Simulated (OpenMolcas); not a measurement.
**Sn3+: effect of the active space**

```json
{"Program": "OpenMolcas 26.06", "Method": "CASSCF", "Basis": "ANO-RCC-VQZP", "Scalar Hamiltonian": "DKH2, point nucleus", "Spin-orbit coupling": "state interaction with AMFI integrals over the reference wave functions, term energies averaged over their components"}
```

A. 1 electron in 4 orbitals (5s 5p); 2S+1 = 2 even, 1 root; 2S+1 = 2 odd, 3 roots; cost roughly 10 core-seconds
B. 1 electron in 8 orbitals (5s 5p 6s 6p); 2S+1 = 2 even, 1 root; 2S+1 = 2 odd, 3 roots; cost of the order of 15 core-seconds

Energies in eV above 5s ²S_1/2, the measured ground level; measured values from Moore, Atomic Energy Levels, vol. III, NSRDS-NBS 35 (1971 reprint of NBS Circular 467, 1958).

```json
{"Level": "5s ²S_1/2", "A": "0.0000", "B": "0.0000", "Measured": "0.0000"}
{"Level": "5p ²P°_1/2", "A": "8.4014", "B": "8.4014", "Measured": "8.6248"}
{"Level": "5p ²P°_3/2", "A": "9.0265", "B": "9.0265", "Measured": "9.4318"}
```

Deviations, from unrounded energies. A percentage is the sum of absolute deviations over the sum of measured energies, with the sign that they share, or ± where signs differ.

| Against measurement | Levels | A | B |
| --- | --- | --- | --- |
| mean absolute deviation (cm-1) | 2 | 2500 | 2500 |
| other configurations (%) | 2 | -3.5 | -3.5 |

A, B lie about equally close to measurement. The largest miss of A in the table is 5p ²P°_3/2, by -3300 cm-1. The ranking rests on the paired levels alone, and a cruder setting can come out closer through cancelling errors.

Between A and B no level of the table moves by more than 5 cm-1.

With one active electron the reference holds no correlation, so core polarisation is missing. With one active electron outside closed inactive shells, the extra shells (6p 6s) add no correlation to the reference (holds for B). Computed and measured levels are paired by configuration, term and J; levels that our copy of the source lacks, or whose pairing is in doubt (as where it misses far off the trend of its configuration), stay unpaired and out of the deviations. Only configurations of the active space appear.

° marks odd parity.
